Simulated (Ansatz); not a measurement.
An input meant for B4P4H14, a cluster cut from wurtzite BP (hydrogen-capped) (charge 0, singlet; with a point charge).

```yaml
crystal:
  periodic: [false, false, false]
  atoms:
    - {symbol: B, position_ang: [-1.633647, -0.936872, -1.058895]}
    - {symbol: P, position_ang: [-1.558081, -0.901960, 0.907016]}
    - {symbol: B, position_ang: [1.624094, -0.947924, -1.063572]}
    - {symbol: P, position_ang: [-0.002437, -0.004191, -1.629177]}
    - {symbol: P, position_ang: [1.563708, -0.896942, 0.902544]}
    - {symbol: B, position_ang: [0.002520, 0.004403, 1.685140]}
    - {symbol: B, position_ang: [0.004000, 1.877742, -1.068604]}
    - {symbol: P, position_ang: [-0.000890, 1.805009, 0.897746]}
    - {symbol: H, position_ang: [-1.616970, -2.109979, -1.406929]}
    - {symbol: H, position_ang: [-2.634581, -0.319458, -1.397797]}
    - {symbol: H, position_ang: [-1.615987, -2.197248, 1.507585]}
    - {symbol: H, position_ang: [-2.712206, -0.319682, 1.515781]}
    - {symbol: H, position_ang: [1.591107, -2.123922, -1.400926]}
    - {symbol: H, position_ang: [2.629184, -0.345331, -1.416191]}
    - {symbol: H, position_ang: [-0.004415, -0.007902, -3.055744]}
    - {symbol: H, position_ang: [1.636204, -2.186960, 1.512702]}
    - {symbol: H, position_ang: [2.717824, -0.300895, 1.497974]}
    - {symbol: H, position_ang: [0.004337, 0.007473, 2.903950]}
    - {symbol: H, position_ang: [-1.022197, 2.445725, -1.417852]}
    - {symbol: H, position_ang: [1.037282, 2.436401, -1.412254]}
    - {symbol: H, position_ang: [-1.091496, 2.507992, 1.496213]}
    - {symbol: H, position_ang: [1.082638, 2.514521, 1.501270]}
basis:
  gaussian: {orbitals: "6-31++G**", fitting: {mean_field: cc-pVTZ-jkfit}, final_grid: {core_spheres: 8, valence_spheres: 7, degree: 23}, point_charges: [{charge: 1.00, position_ang: [6.580, -0.356, 0.604]}]}
total_charge: 4
hamiltonian: {xc: {name: SVWN5}}
scf: {omitted_lower_state_checks: [starts]}
output: {forces: true}
```

```sh
$ ansatz run in.yaml --threads 4 --pin off --events-out ev --progress --plain --max-ram 4787MiB
```

Shortened log:

```
Functional definition: SVWN5
1220 factors; integrals over basis functions are off by at most 1.5e-1 eV
mean field evaluation 1: about -39795.2093 eV, gradient 1.2e2 eV
mean field evaluation 2: about -39457.9051 eV, gradient 2.7e2 eV
mean field evaluation 4: about -39799.0056 eV, gradient 1.1e2 eV
mean field evaluation 8: about -39831.1120 eV, gradient 5.6e1 eV
mean field evaluation 16: about -39846.6658 eV, gradient 1.2e1 eV
mean field evaluation 32: about -39847.3557 eV, gradient 4.7e-5 eV
mean field -39847.35570250 eV, -1464.3633125593 hartree, gradient 2.5e-6 eV, S^2 0.000000; 0 other end points of the search recorded, 0 dependent functions left out
reference -39847.35580668 eV, -1464.3633163875 hartree; 45, 45 occupied and 207, 207 virtual orbitals, 1220 factors
Total energy: -39847.35580668 eV, -1464.3633163875 hartree
Atom 0 at    -1.633647    -0.936872    -1.058895 Å, force     0.742309     0.348439     2.406579 eV/Å
Atom 1 at    -1.558081    -0.901960     0.907016 Å, force    -2.012839    -0.664791    -0.265272 eV/Å
Atom 2 at     1.624094    -0.947924    -1.063572 Å, force     0.693985     0.273706     2.586862 eV/Å
Atom 3 at    -0.002437    -0.004191    -1.629177 Å, force    -0.412984    -0.258814    -3.612844 eV/Å
Atom 4 at     1.563708    -0.896942     0.902544 Å, force     0.144082    -0.251695    -1.022236 eV/Å
Atom 5 at     0.002520     0.004403     1.685140 Å, force     0.879389    -0.333008     0.223131 eV/Å
Atom 6 at     0.004000     1.877742    -1.068604 Å, force     0.493403    -0.115160     2.589885 eV/Å
Atom 7 at    -0.000890     1.805009     0.897746 Å, force    -0.512054     1.601576    -0.679840 eV/Å
Atom 8 at    -1.616970    -2.109979    -1.406929 Å, force     0.816598    -0.835841    -0.555360 eV/Å
Atom 9 at    -2.634581    -0.319458    -1.397797 Å, force    -0.575806     1.054126    -0.152820 eV/Å
Atom 10 at    -1.615987    -2.197248     1.507585 Å, force     0.071855    -0.635206     0.219895 eV/Å
Atom 11 at    -2.712206    -0.319682     1.515781 Å, force    -0.343299     0.305778     0.311041 eV/Å
Atom 12 at     1.591107    -2.123922    -1.400926 Å, force    -0.333453    -0.634108    -0.700524 eV/Å
Atom 13 at     2.629184    -0.345331    -1.416191 Å, force    -0.070913     0.346897    -0.867009 eV/Å
Atom 14 at    -0.004415    -0.007902    -3.055744 Å, force     0.313164    -0.043853    -0.496704 eV/Å
Atom 15 at     1.636204    -2.186960     1.512702 Å, force    -0.282572    -0.500762     0.237653 eV/Å
Atom 16 at     2.717824    -0.300895     1.497974 Å, force     0.100825     0.386304     0.049543 eV/Å
Atom 17 at     0.004337     0.007473     2.903950 Å, force    -0.693359     0.100125     0.211263 eV/Å
Atom 18 at    -1.022197     2.445725    -1.417852 Å, force    -1.147941     0.031067    -0.222209 eV/Å
Atom 19 at     1.037282     2.436401    -1.412254 Å, force     0.791598    -0.403515    -0.781844 eV/Å
Atom 20 at    -1.091496     2.507992     1.496213 Å, force    -0.479000     0.039638     0.344157 eV/Å
Atom 21 at     1.082638     2.514521     1.501270 Å, force     0.571916     0.216649     0.113821 eV/Å
Dipole moment:    -0.642170     0.067525    -0.123801 e Å
Checks for a lower state left out: starts
```

In this input the charge is far from what the species holds (4 typed, 0 meant). The run converged. The result belongs to that input, not to the species as meant.

The 6-31G sets use Cartesian d functions.
